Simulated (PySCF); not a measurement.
## Computed properties of Si(H)(Me)(SH)2 (CH₆S₂Si), SMILES C[SiH](S)S

CH6S2Si, SMILES C[SiH](S)S. Coordinates come from a B3LYP-D3(BJ)/def2-SVP optimisation. One conformer was computed; it need not be the lowest. All values are computed for the isolated molecule unless a solvent is named; none is compared with measurement here.

**Structure.** All 24 harmonic modes at B3LYP-D3(BJ)/def2-SVP (PySCF) are real, so it is a minimum. With heavy atoms numbered as in [SiH:1]([CH3:2])([SH:3])[SH:4], the shortest bond between them is Si1–C2 at 1.873 Å and the longest Si1–S3 at 2.166 Å.

**Vibrations.** The strongest infrared lines (harmonic, unscaled, degenerate partners summed) lie at 857 cm⁻¹ (179 km/mol, H 75 %, Si 12 %, C 11 %), 2209 cm⁻¹ (126 km/mol, H 97 %), 901 cm⁻¹ (117 km/mol, H 81 %, C 13 %). The softest mode is at 123 cm⁻¹ and the zero-point energy is 40.6 kcal/mol.

**Electronic structure.** B3LYP/def2-TZVP (PySCF) places the frontier levels at -7.10 and -0.17 eV, a gap of 6.93 eV, and gives a dipole moment of 1.58 D and a mean polarisability of 76.6 bohr³. PBE/def2-TZVP (PySCF) at the same geometry gives -6.12 and -0.81 eV, so its gap is 1.62 eV narrower. An orbital gap is neither the optical nor the fundamental gap.

**Excitations.** TDDFT-CAM-B3LYP/def2-SVPD (PySCF) has S1 at 5.95 eV (208 nm, f = 0.005, weak); the most intense of the 10 singlets computed lies at 6.43 eV (f = 0.07). T1 (TDA) is at 5.55 eV. TDDFT-PBE/def2-SVPD (PySCF) puts S1 at 5.33 eV. No vertical singlet excitation falls in the visible range (under 3.1 eV).

**NMR.** GIAO shifts at PBE0/pcSseg-1 (PySCF) (non-relativistic, atoms alike by connectivity averaged): ¹³C at 7.1 ppm against TMS; ¹H from 0.9 to 5.9 ppm against TMS; ²⁹Si at 18.3 ppm against TMS.
